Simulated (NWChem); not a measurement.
System meant: H4PO4 cation; SMILES O=P(O)(O)[OH2+]

Input file for NWChem:

```
start job
memory heap 200 mb stack 900 mb global 1100 mb
charge 1
geometry units angstroms noautoz
  O      1.428538     0.795241    -0.068715
  P      0.066194     0.291218    -0.011264
  O     -0.866495     0.376995     1.239127
  O     -0.968850     0.333225    -1.175892
  O      0.326219    -1.545464    -0.007629
  H     -0.474482     0.749917     2.047435
  H     -0.619045     0.500742    -2.068029
  H      1.231283    -1.869712     0.161934
  H     -0.358674    -2.197710     0.234062
end
basis spherical
  O library def2-svp
  P library def2-svp
  H library def2-svp
end
dft
  odft
  mult 2
  xc pbe0
  iterations 150
  mulliken
end
task dft energy
```

End of the output:

```
 ==============================================================================
                                 internuclear angles
 ------------------------------------------------------------------------------
        center 1       |       center 2       |       center 3       |  degrees
 ------------------------------------------------------------------------------
    1 O                |   2 P                |   3 O                |   124.89
    1 O                |   2 P                |   4 O                |   125.69
    1 O                |   2 P                |   5 O                |   102.24
    3 O                |   2 P                |   4 O                |   101.54
    3 O                |   2 P                |   5 O                |    97.84
    4 O                |   2 P                |   5 O                |    96.96
    2 P                |   3 O                |   6 H                |   116.46
    2 P                |   4 O                |   7 H                |   116.81
    2 P                |   5 O                |   8 H                |   117.33
    2 P                |   5 O                |   9 H                |   124.31
    8 H                |   5 O                |   9 H                |   112.68
 ------------------------------------------------------------------------------
                            number of included internuclear angles:         11
 ==============================================================================

 Summary of "ao basis" -> "" (spherical)
 ------------------------------------------------------------------------------
       Tag                 Description            Shells   Functions and Types
 ---------------- ------------------------------  ------  ---------------------
 O                          def2-svp                 6       14   3s2p1d
 P                          def2-svp                 8       18   4s3p1d
 H                          def2-svp                 3        5   2s1p

                                 NWChem DFT Module
                                 -----------------

 Summary of "ao basis" -> "ao basis" (spherical)
 ------------------------------------------------------------------------------
       Tag                 Description            Shells   Functions and Types
 ---------------- ------------------------------  ------  ---------------------
 O                          def2-svp                 6       14   3s2p1d
 P                          def2-svp                 8       18   4s3p1d
 H                          def2-svp                 3        5   2s1p

  number of electrons :                   50
  multiplicity        :                    2
 ------------------------------------------------------------------------
  no. of electrons and multiplicity not compatible                  50
 ------------------------------------------------------------------------
 ------------------------------------------------------------------------
  current input line :
    27: task dft energy
 ------------------------------------------------------------------------
 ------------------------------------------------------------------------
 There is an error in the input file
 ------------------------------------------------------------------------
 For more information see the NWChem manual at https://nwchemgit.github.io

0: no. of electrons and multiplicity not compatible:Received an Error in Communication
```

What is wrong, and how is it mended?

The input was rejected before any calculation. Cause: the multiplicity doesn't fit the number of electrons (an even count wants an odd multiplicity, and the reverse). This input runs:
```
start job
memory heap 200 mb stack 900 mb global 1100 mb
charge 1
geometry units angstroms noautoz
  O      1.428538     0.795241    -0.068715
  P      0.066194     0.291218    -0.011264
  O     -0.866495     0.376995     1.239127
  O     -0.968850     0.333225    -1.175892
  O      0.326219    -1.545464    -0.007629
  H     -0.474482     0.749917     2.047435
  H     -0.619045     0.500742    -2.068029
  H      1.231283    -1.869712     0.161934
  H     -0.358674    -2.197710     0.234062
end
basis spherical
  * library def2-svp
end
dft
  xc pbe0
  iterations 150
  mulliken
end
task dft energy
```
It converges to -643.65239 Ha (PBE0/def2-SVP).
